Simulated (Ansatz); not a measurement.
## Worked example: the enthalpy of formation of CHBrCl2 (bromodichloromethane)

CHBrCl2: 5 atoms, total charge 0, spin state singlet. As SMILES, `ClC(Cl)Br`. The shape is that of a PBE0-D4/def2-TZVP optimisation.

Total energies at MP2/6-31G* (spherical functions), 20 core orbitals frozen (Ansatz 0.2.0); the atoms run unrestricted:

```tsv
species	state	energy (Eh)
CHBrCl2	singlet	-3530.126889
Cl	doublet	-459.549260
C	triplet	-37.731440
Br	doublet	-2572.311569
H	doublet	-0.498233
```

Harmonic wavenumbers at PBE0-D4/def2-TZVP, in cm⁻¹: 214, 222, 334, 615, 741, 784, 1195, 1235, 3185.

Measured heats of formation of the gaseous atoms at 298.15 K, in kJ/mol: Cl 121.3, C 716.9, Br 111.9, H 218.0. Spin-orbit lowering of the atoms at 298 K (mean of the ground term's levels less their thermal mean, from spectra), in kJ/mol: Cl 3.44, C 0.02, Br 14.69. Take 1 Eh = 2625.50 kJ/mol, 1 cm⁻¹ = 0.0119627 kJ/mol, RT = 2.479 kJ/mol.

**Question.** Work out the heat of formation of the gas at 298 K.

**Answer.** 
1. Electronic atomisation energy: 2 × (-459.549260) + (-37.731440) + (-2572.311569) + (-0.498233) − (-3530.126889) = 0.487127 Eh = 1279.0 kJ/mol.
2. Zero-point energy: half the sum of the wavenumbers, 4262.5 cm⁻¹ = 51.0 kJ/mol.
3. Thermal vibrational enthalpy, Σ hcν̃/(exp(hcν̃/kT) − 1): 4.8 kJ/mol. Translation, rotation and pV of a non-linear molecule: 4 RT = 9.9 kJ/mol.
4. The 5 free atoms carry 5/2 RT each: 31.0 kJ/mol.
5. Spin-orbit coupling lowers the free atoms by 2 × 3.44 + 0.02 + 14.69 = 21.6 kJ/mol.
6. Atomisation enthalpy at 298 K: 1279.0 − 21.6 − 51.0 − 4.8 − 9.9 + 31.0 = 1222.7 kJ/mol.
7. Sum of the atoms' heats of formation: 1289.4 kJ/mol. Heat of formation: 1289.4 − 1222.7 = +66.7 kJ/mol.

The tabulated value is -51.5 kJ/mol (Active Thermochemical Tables), so this level is off by +118.2 kJ/mol, or 8.8 % of the atomisation enthalpy. Perturbation theory converges slowly with the basis for atomisation. Relativity is left out. A double-zeta basis underbinds. Anharmonicity and any spin-orbit splitting of the molecule are left out, and so is core correlation.
